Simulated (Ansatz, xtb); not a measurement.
## Cl3H3SiSn: 4 structures ranked

4 gas-phase structures of Cl3H3SiSn, from a drawn sample of its isomers (lower ones may exist). Each was relaxed with GFN2-xTB; where two conformers were screened, the lower at r2SCAN-D4/def2-SVP is listed:

A. `Cl[SiH2][SnH]([Cl])[Cl]`, a singlet
B. `[SiH3][Sn]([Cl])([Cl])[Cl]`, a singlet
C. `Cl[Si](Cl)(Cl)[SnH3]`, a singlet
D. `[Cl][SnH2][SiH](Cl)Cl`, a singlet

Problem. Make a reasoned guess at their ranking by r2SCAN-D4/def2-SVP single-point energy.

Solution. Calculated order at r2SCAN-D4/def2-SVP: B (0.0), C (5.6), A (6.7), D (8.0) kcal/mol. CCSD(T)/def2-SVP + ΔMP2/def2-TZVPP after further relaxation puts C lowest instead.

Energies above the lowest of each column, in kcal/mol; the last columns are at PBE0-D4/def2-SVP geometries and were run for some of them only (a dash: not run or not comparable):

```tsv
structure	GFN2-xTB	HF/STO-3G	r2SCAN-D4/def2-SVP	PBE0-D4/def2-SVP	CCSD(T)/def2-SVP + ΔMP2/def2-TZVPP
B	0.0	0.0	0.0	0.0	1.8
C	20.6	40.4	5.6	0.7	0.0
A	7.5	18.9	6.7	3.3	3.9
D	15.3	30.3	8.0	–	–
```

CCSD(T)/def2-SVP + ΔMP2/def2-TZVPP puts C lowest of those it was run on; GFN2-xTB picks B, HF/STO-3G picks B, r2SCAN-D4/def2-SVP picks B, PBE0-D4/def2-SVP picks B. CCSD(T)/def2-SVP + ΔMP2/def2-TZVPP orders those it was run on as C (0.0), B (1.8), A (3.9) kcal/mol. Flexible structures stand in one conformer each, not always the lowest. Frequencies (GFN2-xTB) were run for A, B, C alone. The ΔMP2 step shifts differences by up to 5.4 kcal/mol, which makes them less sure. Atoms past krypton carry core potentials in the def2 sets, without spin–orbit terms. ΔMP2 is the change of the MP2 energy from the smaller to the larger basis.

Over these structures GFN2-xTB departs from r2SCAN-D4/def2-SVP by 5.4 kcal/mol on average once a common shift is removed. A GFN2-xTB relaxation took about 0.18 s and the r2SCAN-D4/def2-SVP energy about 2.6 s on a shared host (Ansatz 0.2.0, xtb 6.7.1).
